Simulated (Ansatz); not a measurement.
Calculated with Ansatz (gas phase, PBE0-D4/def2-TZVP geometries, no zero-point term in ΔE). CBS: MP2 limit from def2 TZ/QZ plus the TZ coupled-cluster correction, frozen cores. Functionals use def2-TZVPP. HSE06 is defined as in plane-wave codes. Each species was taken in one conformer, which may not be the lowest.

Reaction (formal exchange of groups at a B–C bond): `CBS` + `CSSB(O)O` → `OB(O)BS` + `CSSC`

Is it downhill or uphill in electronic energy at CCSD(T)/CBS, and by how much? (Estimate.)

Computed: Uphill: ΔE = +1.32 eV.

What do these levels give: r2SCANh-D4, revPBE, r2SCANh, HSE06, RPA@PBE/def2-TZVPP, MP2/CBS(def2)? (Estimate.)

Ansatz gave: r2SCANh-D4 1.39, revPBE 1.25, r2SCANh 1.39, HSE06 1.34, RPA@PBE/def2-TZVPP 1.25, MP2/CBS(def2) 1.39 eV.

What do rigid-rotor, harmonic-oscillator terms from PBE0-D4/def2-TZVP frequencies (298.15 K, 1 bar) make of the CCSD(T)/CBS value? (Estimate.)

The calculation gave: ΔZPE = +0.01 eV, ΔH = +1.34 eV, ΔS = 7 J/(mol·K), ΔG = +1.31 eV. Modes under 50 cm⁻¹ make the entropy rough.

Largest T1 diagnostic among the species: 0.015.

Leaving LDA and LC-ωPBE aside and taking each functional with its dispersion term where it has one, the values, not all of them listed here, spread over 0.12 eV, from BLYP-D4 to r2SCAN0-D4. LDA lies +0.10 eV from PBE without D4. From BLYP to BHLYP (50 % exact exchange), in def2-TZVPP and without D4, ΔE moves by +0.10 eV.
